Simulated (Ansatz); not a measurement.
Geometry optimisation, RKS revPBE/def2-SVP in Ansatz 0.2.0.

Input:

```yaml
crystal:
  periodic: [false, false, false]
  atoms:
    - { symbol: Al, position_ang: [0.085885, -0.668902, -0.422351] }
    - { symbol: F, position_ang: [0.015772, 0.209921, 2.31925] }
    - { symbol: Cl, position_ang: [1.871959, 0.2869, -1.048688] }
    - { symbol: Cl, position_ang: [-1.770865, 0.114207, -1.085879] }
    - { symbol: P, position_ang: [0.116867, -2.613699, 0.800387] }
    - { symbol: H, position_ang: [-0.639884, -3.394354, -0.14385] }
    - { symbol: H, position_ang: [1.410171, -3.051289, 0.348641] }
    - { symbol: H, position_ang: [-0.132405, -0.682385, 2.55409] }
basis:
  gaussian: { orbitals: def2-SVP }
hamiltonian:
  xc: revpbe
relax:
  f_tol: 0.03
  max_steps: 50
```

Launched with:

```bash
$ ansatz run input.yaml --threads 2 --pin off --max-ram 3072MiB --backend cpu --events-out ev --progress --plain --runs-dir out
```

Question: Where does it end, and by what steps?

Answer: It converged. After 12 steps the energy has fallen by 0.293 eV; F2 moved furthest, 0.51 Å. Joined: Al1–F2 (2.88 → 2.07 Å).

```tsv
step	energy less start (eV)	largest force component (eV/Å)	accepted
0	0.0000	0.549	yes
1	-0.0833	0.519	yes
2	-0.2094	0.704	yes
3	-0.2496	0.520	yes
4	-0.2685	0.575	yes
5	-0.2830	0.194	yes
6	-0.2868	0.039	yes
7	-0.2885	0.040	yes
8	-0.2905	0.067	yes
9	-0.2915	0.081	yes
10	-0.2922	0.081	yes
11	-0.2925	0.040	yes
12	-0.2926	0.016	yes
```

```xyz
8
Properties=species:S:1:pos:R:3
Al 0.089 -0.500 -0.148
F -0.082 0.105 1.827
Cl 1.892 0.437 -0.780
Cl -1.761 0.117 -1.000
P 0.213 -2.640 0.895
H -0.767 -3.342 0.124
H 1.395 -3.151 0.270
H -0.022 -0.825 2.134
```

The run took 28 s on 2 threads of Arm Neoverse V1, on a shared host, peak memory 0.15 GiB.
